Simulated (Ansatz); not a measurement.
Frontier orbitals of C5H11Cl2In, SMILES `CC(C)(C)[CH2][In]([Cl])[Cl]`.

Total charge 0; spin multiplicity 1. Correlated methods include outer-core shells of In, which these sets cover unevenly. In: def2 effective core potential. Geometry: relaxed with PBE0-D4/def2-TZVP. It is one conformer, not always the lowest. Basis def2-TZVPP, Ansatz 0.2.0.

```csv
functional,HOMO (eV),LUMO (eV),gap (eV)
PBE,-6.90,-2.36,4.54
r2SCAN,-7.17,-2.14,5.03
PBE0,-8.08,-1.49,6.59
r2SCANh,-7.61,-1.83,5.78
r2SCAN0,-8.26,-1.36,6.90
HSE06 (plane-wave form),-7.69,-1.85,5.84
BHLYP,-9.13,-0.70,8.43
ωB97M-V,-10.19,0.16,10.35
```

Against PBE, PBE0 changes HOMO and LUMO by −1.18 and +0.87 eV, ωB97M-V by −3.29 and +2.52 eV. A gap of 4.54 eV thus becomes 10.35 eV for the same molecule, so an orbital gap means little without its functional. A positive LUMO is unbound and depends on the basis.
